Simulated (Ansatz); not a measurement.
Potential energy curve for H₃B, SMILES B. The B1–H4 bond (B1 also carries H, H; H4 carries nothing else) is pulled apart rigidly from the PBE0/def2-TZVP optimised geometry.

RCCSDT(Q) = CCSDT(Q) on RHF/cc-pVDZ, frozen core (Ansatz, an electronic-structure program); RCCSD = CCSD on RHF/cc-pVDZ, frozen core (Ansatz); UCCSD = Ansatz with CCSD on UHF/cc-pVDZ, frozen core.

Total energies in hartree (comparable only within one method and basis):

```json
[
 {"R / Å": "0.90", "RCCSDT(Q)": "-26.43533", "RCCSD": "-26.43364", "UCCSD": "-26.43364"},
 {"R / Å": "0.97", "RCCSDT(Q)": "-26.47055", "RCCSD": "-26.46883", "UCCSD": "-26.46883"},
 {"R / Å": "1.00", "RCCSDT(Q)": "-26.48119", "RCCSD": "-26.47945", "UCCSD": "-26.47945"},
 {"R / Å": "1.07", "RCCSDT(Q)": "-26.49812", "RCCSD": "-26.49632", "UCCSD": "-26.49632"},
 {"R / Å": "1.12", "RCCSDT(Q)": "-26.50485", "RCCSD": "-26.50302", "UCCSD": "-26.50302"},
 {"R / Å": "1.16", "RCCSDT(Q)": "-26.50776", "RCCSD": "-26.50589", "UCCSD": "-26.50589"},
 {"R / Å": "1.19", "RCCSDT(Q)": "-26.50874", "RCCSD": "-26.50684", "UCCSD": "-26.50684"},
 {"R / Å": "1.24", "RCCSDT(Q)": "-26.50850", "RCCSD": "-26.50655", "UCCSD": "-26.50655"},
 {"R / Å": "1.27", "RCCSDT(Q)": "-26.50742", "RCCSD": "-26.50544", "UCCSD": "-26.50544"},
 {"R / Å": "1.29", "RCCSDT(Q)": "-26.50636", "RCCSD": "-26.50436", "UCCSD": "-26.50436"},
 {"R / Å": "1.38", "RCCSDT(Q)": "-26.49905", "RCCSD": "-26.49694", "UCCSD": "-26.49694"},
 {"R / Å": "1.48", "RCCSDT(Q)": "-26.48755", "RCCSD": "-26.48530", "UCCSD": "-26.48530"},
 {"R / Å": "1.59", "RCCSDT(Q)": "-26.47274", "RCCSD": "-26.47030", "UCCSD": "-26.47030"},
 {"R / Å": "1.76", "RCCSDT(Q)": "-26.44859", "RCCSD": "-26.44576", "UCCSD": "-26.44576"},
 {"R / Å": "1.95", "RCCSDT(Q)": "-26.42296", "RCCSD": "-26.41954", "UCCSD": "-26.41938"},
 {"R / Å": "2.16", "RCCSDT(Q)": "-26.39859", "RCCSD": "-26.39427", "UCCSD": "-26.39365"},
 {"R / Å": "2.39", "RCCSDT(Q)": "-26.37772", "RCCSD": "-26.37209", "UCCSD": "-26.37126"},
 {"R / Å": "2.62", "RCCSDT(Q)": "—", "RCCSD": "—", "UCCSD": "-26.35544"},
 {"R / Å": "2.92", "RCCSDT(Q)": "—", "RCCSD": "—", "UCCSD": "-26.34405"},
 {"R / Å": "3.22", "RCCSDT(Q)": "—", "RCCSD": "—", "UCCSD": "-26.33970"},
 {"R / Å": "3.62", "RCCSDT(Q)": "—", "RCCSD": "—", "UCCSD": "-26.33804"},
 {"R / Å": "4.17", "RCCSDT(Q)": "—", "RCCSD": "—", "UCCSD": "-26.33755"}
]
```

A dash means that the run gave no value there, or that the column was ended at a point which the program doubted or which failed a test of continuity chosen for this set; such a test can also cut sound points.

The T1 diagnostic of CCSD on the restricted reference of RCCSDT(Q), RCCSD exceeds 0.045 at 2.62 to 4.17 Å. The unrestricted determinant behind UCCSD is spin-contaminated at 1.95 to 4.17 Å (<S²> up to 1.0, against 0.00 for a pure singlet).
